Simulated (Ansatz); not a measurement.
Reaction (ligand exchange at the Si–C bond): `CC#CC[SiH3]` + `[F][AlH][SH]` → `[F][AlH][S][SiH3]` + `CC#CC`

Isolated molecules relaxed with PBE0-D4/def2-TZVP in Ansatz; ΔE leaves out vibrations. CCSD(T)/CBS adds triple-zeta CCSD(T) − MP2 to the extrapolated MP2 energy (def2 sets, frozen cores). This one scheme is used for every species. DFT in def2-TZVPP. Each species was taken in one conformer, which may not be the lowest.

```tsv
level	ΔE (kJ/mol)	difference from CCSD(T)/CBS
LDA (SPW92)	-61.1	4.0
BLYP-D4	-60.9	4.2
BHLYP-D4	-66.4	-1.3
CAM-B3LYP-D4	-61.0	4.1
ωB97X-V	-63.9	1.2
BLYP	-60.9	4.2
HF/def2-SVP	-64.0	1.1
MP2/def2-TZVPP	-64.0	1.1
SCS-MP2/def2-TZVPP	-62.9	2.2
CCSD(T)/def2-TZVPP	-61.3	3.8
CCSD(T)/CBS	-65.1	0
```

Largest T1 diagnostic among the species: 0.012.

Leaving LDA and LC-ωPBE aside and taking each functional with its dispersion term where it has one, the values, not all of them listed here, spread over 6.3 kJ/mol, from r2SCAN0-D4 to BLYP-D4. LDA lies +3.6 kJ/mol from PBE without D4. At CCSD(T), def2-SVP lies +7.2 kJ/mol from the extrapolated value and def2-TZVPP +3.8 kJ/mol.
